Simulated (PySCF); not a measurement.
Two species compared at the same levels of theory.

First species: C5H7N3O.
Numbering: `[CH3:1][O:2][c:3]1[n:4][n:5][cH:6][n:7][c:8]1[CH3:9]` (hydrogens: H10, H11, H12 on C1; H13 on C6; H14, H15, H16 on C9)

Second species: C4H7FS.
SMILES: `C=C(C)SCF`

Levels: wB97X-D/def2-SVPD for dipole moment, HOMO energy, LUMO energy, HOMO–LUMO gap, static isotropic polarisability and electronic spatial extent ⟨r²⟩ about the centre of nuclear charge; TDDFT wB97X-D/def2-SVPD for lowest singlet excitation; TDA wB97X-D/def2-SVPD for lowest triplet excitation (Tamm–Dancoff); GFN2-xTB for rotational constant A and rotational constant C. Geometries: GFN2-xTB. Each species is one conformer at its optimised geometry, gas phase, non-relativistic unless stated; the electronic structure was computed with PySCF and density fitting.

Dipoles, sizes and rotational constants follow the conformer. The torsions of the flexible species, by atom-mapped SMILES:
- `[CH3:1][O:2][c:3]1[n:4][n:5][cH:6][n:7][c:8]1[CH3:9]`: C1–O2–C3–N4 0°
- `[CH2:1]=[C:2]([CH3:3])[S:4][CH2:5][F:6]`: C1–C2–S4–C5 -20°, C2–S4–C5–F6 78°

Which of the two has the higher HOMO energy, and by how much?

The second: -8.50 eV against -8.73 eV, a difference of 0.23 eV.

Which of the two has the higher LUMO energy, and by how much?

The second: 1.74 eV against 0.03 eV, a difference of 1.71 eV.

Which has the higher S1 energy?

The second: 5.81 eV against 3.50 eV, a difference of 2.31 eV.

Which has the higher rotational constant C?

The second: 1.487 GHz against 1.042 GHz, a difference of 0.445 GHz.

Which of the two has the higher T1 energy, and by how much?

The second: 4.21 eV against 2.90 eV, a difference of 1.31 eV.

Which of the two has the higher HOMO–LUMO gap, and by how much?

The second: 10.24 eV against 8.76 eV, a difference of 1.48 eV.

Which has the higher ⟨r²⟩?

The first: 1109 bohr² against 803 bohr², a difference of 306 bohr².

Which of the two has the higher dipole moment, and by how much?

The first: 2.77 D against 1.73 D, a difference of 1.04 D.

On the first: The 8 singlets span 3.50 to 7.07 eV, and their oscillator strengths add up to 0.30. In atomic units the dipole is 1.09 e·bohr (1 au = 2.5417 D).

On the second: In atomic units the dipole is 0.68 e·bohr (1 au = 2.5417 D). The 8 singlets span 5.81 to 7.97 eV, and their oscillator strengths add up to 0.41.
